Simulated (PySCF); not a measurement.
Vertical excitations of a molecule C4H4F2O2 from PySCF 2.14.0 with TDA-PBE0/def2-SVPD, as energy in eV (oscillator strength): 5.96 (0.007), 6.57 (0.004), 6.72 (0.001), 7.18 (0.024), 7.30 (0.093), 7.49 (0.005). Lowest triplet (TDA): 4.24 eV. Coordinates come from a B3LYP-D3(BJ)/def2-SVP optimisation. The values are those of a single conformer.

Problem. Which structure fits?
A) C=C1COC(F)(F)O1
B) FC(F)C1OC=CO1
C) CC1=COC(F)(F)O1
D) FC(F)=C1COCO1

Solution. D, FC(F)=C1COCO1
